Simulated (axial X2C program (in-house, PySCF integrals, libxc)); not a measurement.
## Which molecule has these constants?

All values come from calculations with an in-house all-electron X2C program for linear molecules (integrals from PySCF), spin-free (one-electron X2C) or two-component (2c: spin–orbit coupling with atomic mean-field Coulomb and Gaunt terms, which also bring small scalar terms), in Dyall basis sets with cores contracted in-house; open shells are unrestricted.

A two-component PBE0 calculation in a Dyall 3-zeta basis gave Re = 1.768 Å, ωe = 744.6 cm⁻¹, Ω = 3/2.

Which molecule is it?
A. GeN⁺
B. GeB⁺
C. GeC⁺
D. GeO⁺
E. GeF⁺

D. The others have GeF⁺ 1.672 Å and 804.6 cm⁻¹ (Ω = 0); GeN⁺ 1.899 Å and 643.9 cm⁻¹ (Ω = 1); GeC⁺ 1.907 Å and 696.7 cm⁻¹ (Ω = 3/2); GeB⁺ 2.177 Å and 465.8 cm⁻¹ (Ω = 2).

Each entry is the lowest single determinant of a limited PBE0 search at one distance. De goes to single-determinant-based atoms at the same level (for ions the charge split of lowest energy) and is withheld (n/a) where an atom does not fit its ground term or J level. Main or longest-lived isotopes. One determinant is a doubtful description, or other states lie close, for GeO⁺, GeN⁺, GeC⁺, GeB⁺; these need not be ground states, and all values refer to the states named. Some open-shell Ω = 0 determinants are out of reach, so the Ω given for GeN⁺, GeB⁺ need not be the lowest component. With several unpaired electrons the Ω given is that of one determinant, not necessarily of the lowest component. The functionals have no current term, which raises determinants with orbital currents.
